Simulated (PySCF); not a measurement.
A structure optimised at B3LYP-D3(BJ)/def2-SVP, used in a PySCF frequency run:

```
In
H 1 1.7532
C 1 2.1894 2 119.16
H 3 1.0995 1 111.57 2 178.68
H 3 1.1016 4 109.07 1 121.50
H 3 1.1018 4 108.98 5 117.23
C 1 2.1894 2 119.16 3 -180.00
H 7 1.0995 1 111.57 2 178.68
H 7 1.1016 8 109.07 1 121.50
H 7 1.1018 8 108.98 9 117.23
```
Charge 0, spin multiplicity 1.

Q: Write its SMILES, formula and point group.

A: [CH3][InH][CH3], C2H7In, C2

Q: What are its rotational constants (standard atomic weights)?

A: 13.052, 4.1275, 3.2650 GHz
